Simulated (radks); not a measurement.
The numbers below are computed, except where a source is named.
Excited configurations of neutral barium: one electron is placed in a higher orbital outside [Xe] 6s1. The ground configuration is [Xe] 6s2. Code: a radial shooting solver on a logarithmic mesh with Libxc functionals. Model: Dirac Kohn-Sham, PBEsol, spin-unpolarised, spherical densities, point nucleus; open shells are shared between the two j in proportion to 2j + 1. Excitation = E - E(ground); binding = E(ion) - E, where the ion is the core of charge +1; n* = 1/sqrt(2 binding) in atomic units, and the quantum defect is n - n*. Eigenvalue and <r> are those of j = l + 1/2.

| outer orbital | excitation (eV) | binding (eV) | n* | quantum defect | eigenvalue (eV) | <r> (bohr) |
|---|---|---|---|---|---|---|
| 4f | 4.202 | 1.179 | 3.397 | 0.603 | -0.330 | 16.55 |
| 5d | 1.343 | 4.038 | 1.836 | 3.164 | -1.318 | 3.948 |
| 5f | 4.461 | 0.920 | 3.845 | 1.155 | -0.423 | 16.98 |
| 6p | 2.044 | 3.337 | 2.019 | 3.981 | -1.689 | 6.262 |
| 6d | 3.918 | 1.463 | 3.049 | 2.951 | -0.712 | 11.63 |
| 6f | 4.738 | 0.643 | 4.600 | 1.400 | -0.360 | 28.65 |
| 7s | 3.397 | 1.983 | 2.619 | 4.381 | -1.188 | 10.92 |
| 7p | 3.884 | 1.497 | 3.015 | 3.985 | -0.861 | 13.85 |
| 7d | 4.472 | 0.909 | 3.869 | 3.131 | -0.518 | 21.67 |
| 7f | 4.910 | 0.471 | 5.376 | 1.624 | -0.284 | 42.55 |

The Delta-SCF ionisation energy is 5.381 eV (NIST Atomic Spectra Database: 5.212 eV, measured). Self-interaction in the functional shifts the binding energies and quantum defects, so they are the method's values and not measured ones. Spin polarisation and multiplet splitting are left out, so open shells lie too high by an amount that depends on their filling.

Beside tabulated values, note that spin-unpolarised runs miss the spin-polarisation part of the exchange energy of open shells.
